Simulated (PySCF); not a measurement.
Ar²⁺ (argon, charge +2) across methods

[Ne] 3s1 3p4 3d1, one real determinant (an excited configuration). All numbers are calculated (PySCF 2.14, the spin-free X2C one-electron Hamiltonian (Gaussian nucleus), in aug-cc-pVTZ-DK).

```json
{"method": "PBE0", "E (hartree)": "-526.3851", "mean ε 3p α (eV)": "-41.832", "mean ε 3p β (eV)": "-37.113", "mean ε 3d α (eV)": "-18.594", "Σ⟨r²⟩ (bohr²)": "17.51", "⟨S²⟩": "6.002"}
{"method": "wB97X", "E (hartree)": "-526.5256", "mean ε 3p α (eV)": "-44.231", "mean ε 3p β (eV)": "-39.600", "mean ε 3d α (eV)": "-20.736", "Σ⟨r²⟩ (bohr²)": "17.43", "⟨S²⟩": "6.002"}
{"method": "PBE", "E (hartree)": "-526.3545", "mean ε 3p α (eV)": "-39.564", "mean ε 3p β (eV)": "-35.804", "mean ε 3d α (eV)": "-17.188", "Σ⟨r²⟩ (bohr²)": "17.56", "⟨S²⟩": "6.002"}
{"method": "M06-2X", "E (hartree)": "-526.5267", "mean ε 3p α (eV)": "-43.547", "mean ε 3p β (eV)": "-38.429", "mean ε 3d α (eV)": "-19.561", "Σ⟨r²⟩ (bohr²)": "17.60", "⟨S²⟩": "6.002"}
{"method": "BHandHLYP", "E (hartree)": "-526.5359", "mean ε 3p α (eV)": "-43.746", "mean ε 3p β (eV)": "-38.462", "mean ε 3d α (eV)": "-19.737", "Σ⟨r²⟩ (bohr²)": "17.53", "⟨S²⟩": "6.002"}
{"method": "r2SCAN", "E (hartree)": "-526.5211", "mean ε 3p α (eV)": "-40.455", "mean ε 3p β (eV)": "-35.862", "mean ε 3d α (eV)": "-17.378", "Σ⟨r²⟩ (bohr²)": "17.52", "⟨S²⟩": "6.003"}
{"method": "MN15", "E (hartree)": "-526.6796", "mean ε 3p α (eV)": "-42.367", "mean ε 3p β (eV)": "-38.583", "mean ε 3d α (eV)": "-18.656", "Σ⟨r²⟩ (bohr²)": "17.51", "⟨S²⟩": "6.001"}
{"method": "LDA", "E (hartree)": "-524.8920", "mean ε 3p α (eV)": "-39.581", "mean ε 3p β (eV)": "-35.768", "mean ε 3d α (eV)": "-17.014", "Σ⟨r²⟩ (bohr²)": "17.66", "⟨S²⟩": "6.001"}
{"method": "UHF", "E (hartree)": "-525.91003", "mean ε 3p α (eV)": "-47.886", "mean ε 3p β (eV)": "-39.441", "mean ε 3d α (eV)": "-22.514", "Σ⟨r²⟩ (bohr²)": "17.53", "⟨S²⟩": "6.004"}
```

⟨L²⟩ = 8.01 against 12 for a pure F term, so this real determinant mixes terms. The outer electron is Rydberg-like, and this basis confines it to a smaller radius and binds it less than a complete one would.
